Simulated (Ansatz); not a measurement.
Born–Oppenheimer molecular dynamics of BFH$_{3}$NO (7 atoms, charge 0, multiplicity 1). It starts from a relaxed structure.

All numbers below come from RKS BHLYP/cc-pVDZ (Ansatz).

```
ensemble             : NVT, Langevin thermostat
time step            : 0.5 fs
steps asked          : 150
set temperature      : 1000 K
friction             : 0.001 /fs
temperature schedule : 37 steps to 1000 K, then 113 steps to 2000 K
seed                 : 123534
```

First frame:

```xyz
7
Properties=species:S:1:pos:R:3
B 0.080 0.039 0.009
O -0.010 -0.506 1.249
H -0.881 -0.401 1.626
N 1.265 -0.006 -0.720
H 2.095 -0.437 -0.362
H 1.348 0.394 -1.634
F -1.005 0.636 -0.526
```

(1) How far do the bonds stretch over the last three quarters of this one trajectory? (Pairs bonded in most of those frames.)

Answers

(1) 
```json
{"bond": "B1–O2", "mean (Å)": "1.363", "spread (Å)": "0.034", "shortest": "1.30", "longest": "1.43"}
{"bond": "B1–N4", "mean (Å)": "1.408", "spread (Å)": "0.023", "shortest": "1.37", "longest": "1.44"}
{"bond": "B1–F7", "mean (Å)": "1.351", "spread (Å)": "0.019", "shortest": "1.32", "longest": "1.39"}
{"bond": "O2–H3", "mean (Å)": "0.958", "spread (Å)": "0.018", "shortest": "0.93", "longest": "0.99"}
{"bond": "N4–H5", "mean (Å)": "1.016", "spread (Å)": "0.055", "shortest": "0.92", "longest": "1.11"}
{"bond": "N4–H6", "mean (Å)": "1.010", "spread (Å)": "0.036", "shortest": "0.96", "longest": "1.07"}
```

Mean temperature of the second half: 535 K. The schedule's set-point averaged 1668 K over the second half and the system 535 K, so it lags behind the ramp. A run of 0.075 ps of so small a system gives no equilibrium averages.

Time of the run: 4.6 min on 1 thread of Arm Neoverse V1, on a shared host, peak memory 0.12 GiB.
